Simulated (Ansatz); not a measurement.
Geometry optimisation, RKS B3LYP-D4/def2-SVP (Ansatz).

Input file:

```yaml
crystal:
  periodic: [false, false, false]
  atoms:
    - { symbol: B, position_ang: [-0.118623, 0.494623, -0.533291] }
    - { symbol: H, position_ang: [-0.186817, -0.144057, 1.78053] }
    - { symbol: "N", position_ang: [1.225488, 0.093232, -0.740884] }
    - { symbol: H, position_ang: [1.50417, -0.809851, -1.098558] }
    - { symbol: H, position_ang: [1.99489, 0.699712, -0.492402] }
    - { symbol: "N", position_ang: [-1.223504, -0.341746, -0.854698] }
    - { symbol: H, position_ang: [-1.121398, -1.264965, -1.26064] }
    - { symbol: H, position_ang: [-2.185489, -0.058081, -0.729097] }
    - { symbol: O, position_ang: [-0.324111, 1.782765, -0.022971] }
    - { symbol: Si, position_ang: [-1.584276, 2.808247, 0.279416] }
    - { symbol: H, position_ang: [-2.871447, 2.272803, -0.266947] }
    - { symbol: H, position_ang: [-1.739367, 2.995345, 1.750696] }
    - { symbol: H, position_ang: [-1.3149, 4.130615, -0.350875] }
    - { symbol: H, position_ang: [-0.135715, 0.569657, 1.827821] }
basis:
  gaussian: { orbitals: def2-SVP }
hamiltonian:
  xc: b3lyp
  dispersion: d4
relax:
  f_tol: 0.03
  max_steps: 50
```

Launched with:

```bash
$ ansatz run input.yaml --threads 4 --pin off --max-ram 5120MiB --backend cpu --events-out ev --progress --plain --runs-dir out
```

Problem. Where does it end, and by what steps?

Solution. The run converged. The force dipped under the threshold on the way, but the program's further checks kept it going. After 30 steps the energy has fallen by 0.232 eV; H2 moved furthest, 1.84 Å.

```
step  energy less start (eV)  largest force component (eV/Å)  accepted
   0                  0.0000                           1.746       yes
   2                 -0.1750                           0.135       yes
   4                 -0.1815                           0.292        no
   6                 -0.1984                           0.057       yes
   8                 -0.1658                           1.064        no
  10                 -0.2048                           0.304        no
  12                 -0.2074                           0.070       yes
  14                 -0.2108                           0.231       yes
  16                 -0.2159                           0.244       yes
  18                 -0.2212                           0.162       yes
  20                 -0.2246                           0.146       yes
  22                 -0.2269                           0.080       yes
  24                 -0.2295                           0.073       yes
  26                 -0.2308                           0.076       yes
  28                 -0.2316                           0.031       yes
  30                 -0.2319                           0.026       yes
```

```xyz
14
Properties=species:S:1:pos:R:3
B -0.269 0.386 -0.685
H 0.744 0.693 3.130
N 1.038 -0.157 -0.622
H 1.378 -0.905 -1.209
H 1.712 0.187 0.049
N -1.232 -0.031 -1.649
H -1.063 -0.773 -2.315
H -2.203 0.247 -1.599
O -0.588 1.377 0.243
Si -1.736 2.569 0.341
H -3.084 2.059 -0.068
H -1.805 3.026 1.755
H -1.387 3.726 -0.537
H 0.415 0.821 2.454
```

Whether the end is a true minimum wasn't checked by a vibrational analysis.

Run time: 53 s on 4 threads of Arm Neoverse V2, with other jobs on the host, peak memory 0.28 GiB.
